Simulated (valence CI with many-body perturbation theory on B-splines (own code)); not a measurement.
# Dy XVII: calculated level list

Calculated by relativistic CI+MBPT: four valence electrons over a frozen Dirac-Fock core [Kr] 4d10, radial functions for each j: 8 s, 8 p, 9 d, 9 f, 6 g, 3 h, 2 i, with the one-electron correlation potential Σ1 (screened to all orders), the two-electron term Σ2, the three-electron term Σ3, Breit, model QED; selected single and double excitations, second order for the rest, scaled by the run's own slope (own B-spline code, finite nucleus).

No measured levels were compared; by estimate terms of the open shell hold to a few per cent of their energy, and close levels can change places. Core correlation moves these levels by up to 3400 cm⁻¹, and in measured spectra 5 to 20 % of such shifts remained as error; rates that hang on mixing are uncertain with them. Only levels of the ground parity were solved; by the run's estimate the other parity begins above the list, which can be wrong where configurations are misplaced.

Levels 1 to 45 of 63, with energies above the lowest level, 4f⁴ ⁵I_4. "Leading %" is the weight of the configuration and term that name the level; weights of strongly mixed levels are sums over their largest components and can fall short. Lifetimes count E1, E2, E3, M1 and M2 decay at the calculated energies, and are blank where another channel may lead or the interval is too uncertain; long ones can be off by a factor of two.

```csv
No.,Configuration,Term,J,E (eV),Leading %,g,Lifetime
1,4f⁴,⁵I,4,0.0000,94,0.611,
2,4f⁴,⁵I,5,0.5512,97,0.902,191 ms
3,4f⁴,⁵I,6,1.112,97,1.067,144 ms
4,4f⁴,⁵I,7,1.663,94,1.169,176 ms
5,4f⁴,⁵I,8,2.197,89,1.234,326 ms
6,4f⁴,⁵F,1,3.056,90,0.048,
7,4f⁴,⁵F,2,3.124,80,1.020,99.0 s
8,4f⁴,⁵F,3,3.464,89,1.225,768 ms
9,4f⁴,⁵F,4,3.621,51,1.173,48.5 ms
10,4f⁴,⁵S,2,3.638,84,1.893,2.17 s
11,4f⁴,³K,6,3.950,96,0.863,28.0 ms
12,4f⁴,⁵F,5,4.189,74,1.337,134 ms
13,4f⁴,⁵G,2,4.205,82,0.410,352 ms
14,4f⁴,⁵F,4,4.222,42,1.087,20.0 ms
15,4f⁴,³K,7,4.294,64,0.983,23.0 ms
16,4f⁴,⁵G,3,4.351,64,0.885,164 ms
17,4f⁴,³K,8,4.715,43,1.061,24.7 ms
18,4f⁴,³H,5,4.986,44,1.170,21.6 ms
19,4f⁴,⁵G,4,5.105,71,1.061,23.8 ms
20,4f⁴,³G,3,5.323,65,0.825,36.0 ms
21,4f⁴,³D,2,5.410,47,1.189,21.2 ms
22,4f⁴,⁵G,5,5.721,64,1.178,28.9 ms
23,4f⁴,³L,7,5.728,69,0.919,21.6 ms
24,4f⁴,³P,1,5.780,54,1.019,25.7 ms
25,4f⁴,⁵G,6,5.818,58,1.258,35.9 ms
26,4f⁴,³M,8,6.017,38,1.006,28.9 ms
27,4f⁴,³L,8,6.067,40,0.979,52.4 ms
28,4f⁴,³L,9,6.159,61,1.070,61.0 ms
29,4f⁴,¹D,2,6.208,42,1.022,25.7 ms
30,4f⁴,³P,0,6.225,100,,211 ms
31,4f⁴,³G,4,6.253,28,1.092,14.2 ms
32,4f⁴,³D,3,6.270,72,1.282,41.5 ms
33,4f⁴,³H,6,6.342,55,1.219,43.7 ms
34,4f⁴,³F,4,6.573,43,1.149,37.3 ms
35,4f⁴,³I,5,6.691,65,0.912,27.4 ms
36,4f⁴,³F,2,6.985,70,0.714,11.0 ms
37,4f⁴,³D,1,7.062,47,0.976,17.7 ms
38,4f⁴,³G,5,7.144,62,1.129,20.4 ms
39,4f⁴,³F,2,7.217,42,1.119,20.9 ms
40,4f⁴,⁵D,0,7.218,92,,319 ms
41,4f⁴,³I,6,7.229,81,1.038,24.9 ms
42,4f⁴,³M,9,7.254,61,1.049,51.6 ms
43,4f⁴,³M,10,7.280,97,1.095,147 ms
44,4f⁴,³F,3,7.326,73,1.139,18.8 ms
45,4f⁴,³I,7,7.334,87,1.123,33.0 ms
```

Names give the largest LS component (configuration and term), which can be under half, so a name can repeat, a term be missing and a line seem to break the LS rules; names also repeat where a configuration has a term twice.

Where two levels of one J and parity lie close, their mixing, g and order are uncertain.

The ionisation energy to 4f³ ⁴I°9/2 of the next ion comes out as 357.38 eV (NIST: 366 ± 19 eV (theoretical)). All 63 levels together are meant to be complete up to 10.005 eV.
